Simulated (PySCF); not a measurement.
Species: C3H6AsN.
SMILES with atom numbers: `[CH3:1][C@H:2]([AsH2:3])[C:4]#[N:5]` (hydrogens: H6, H7, H8 on C1; H9 on C2; H10, H11 on As3)

Level: B3LYP/def2-SVPD in PySCF, non-relativistic, on one gas-phase PBE0-D3(BJ)/def2-SVP geometry that isn't relaxed in the solvent. The solvent is an IEF-PCM continuum (cavity from Bondi-type radii × 1.2), and excitations are vertical TDDFT with non-equilibrium linear response and a frozen core. Only the electrostatic response of the medium enters. Spin–orbit coupling is left out although an atom past zinc is present.

Gas-phase singlets (H = HOMO, L = LUMO):

```
state  E (eV)  λ (nm)      f           leading configurations
   S1   6.175     201  0.058                          H→L 95%
   S2   6.520     190  0.083                        H→L+1 96%
   S3   6.822     182  0.028                        H→L+2 82%
   S4   7.089     175  0.039  H→L+3 40%, H-1→L 36%, H→L+2 10%
   S5   7.217     172  0.037             H-1→L 43%, H→L+3 39%
```

Q: How does the list change in benzene (ε = 2.271)?

A: 
```csv
state,E (eV),λ (nm),f,leading configurations,change by rank (eV)
S1,6.110,203,0.101,H→L 97%,-0.065
S2,6.414,193,0.100,H→L+1 98%,-0.106
S3,6.738,184,0.050,H→L+2 91%,-0.084
S4,7.051,176,0.057,H→L+3 85%,-0.038
S5,7.249,171,0.080,H-1→L 75%,+0.032
```

Q: The ground-state energy changes by -0.137 eV from gas to benzene. By how much does the total energy of gas-phase S1 change?

A: E(S1) = E(S0) + excitation energy, so it changes by -0.137 − 0.065 = -0.202 eV: it is lowered more than the ground state, which is what a red shift means. This is the vertical state, with the slow part of the continuum still set for S0.

Q: How do the frontier levels move from gas to benzene?

A: 
```json
{"orbital": "LUMO+2", "gas (eV)": "-0.04", "solvent (eV)": "0.12", "change (eV)": "+0.16", "Löwdin shares, gas": "As3 50 %, H11 12 %, H10 11 %, C2 7 %", "Löwdin shares, solvent": "As3 40 %, N5 14 %, C4 12 %, H10 9 %"}
{"orbital": "LUMO+1", "gas (eV)": "-0.28", "solvent (eV)": "-0.14", "change (eV)": "+0.14", "Löwdin shares, gas": "As3 30 %, H10 16 %, N5 15 %, C4 12 %", "Löwdin shares, solvent": "As3 28 %, N5 16 %, H10 15 %, C4 14 %"}
{"orbital": "LUMO", "gas (eV)": "-0.75", "solvent (eV)": "-0.55", "change (eV)": "+0.20", "Löwdin shares, gas": "As3 44 %, C2 13 %, C4 10 %, H10 8 %", "Löwdin shares, solvent": "As3 43 %, C2 13 %, C4 12 %, H11 8 %"}
{"orbital": "HOMO", "gas (eV)": "-7.73", "solvent (eV)": "-7.54", "change (eV)": "+0.19", "Löwdin shares, gas": "As3 61 %, C2 12 %, H11 7 %, H10 7 %", "Löwdin shares, solvent": "As3 62 %, C2 11 %, H11 7 %, H10 7 %"}
{"orbital": "HOMO-1", "gas (eV)": "-8.80", "solvent (eV)": "-8.74", "change (eV)": "+0.06", "Löwdin shares, gas": "N5 32 %, C4 22 %, As3 18 %, C2 12 %", "Löwdin shares, solvent": "N5 28 %, C4 19 %, As3 19 %, C2 15 %"}
{"orbital": "HOMO-2", "gas (eV)": "-9.23", "solvent (eV)": "-9.27", "change (eV)": "-0.04", "Löwdin shares, gas": "N5 46 %, C4 35 %, C2 7 %, C1 5 %", "Löwdin shares, solvent": "N5 45 %, C4 33 %, C2 8 %, C1 6 %"}
{"orbital": "HOMO-3", "gas (eV)": "-9.95", "solvent (eV)": "-10.00", "change (eV)": "-0.05", "Löwdin shares, gas": "N5 71 %, C4 17 %, C2 4 %", "Löwdin shares, solvent": "As3 33 %, H11 20 %, H10 15 %, N5 14 %"}
```

The HOMO–LUMO gap goes from 6.99 to 6.99 eV. Rows go by rank; for HOMO-3, LUMO+1 and LUMO+2 the atom shares or the degeneracy differ between the runs, so the row needn't follow one orbital.

On AMD EPYC 7B13, one thread, on a shared host, this took 13 s of wall time and 0.77 GiB of memory at its peak. This is the whole response run at B3LYP/def2-SVPD in benzene, SCF included.

Conformer computed: `[CH3:1][C@H:2]([AsH2:3])[C:4]#[N:5]`: H–As3–C2–C1 43°, H–As3–C2–C1 -49°.
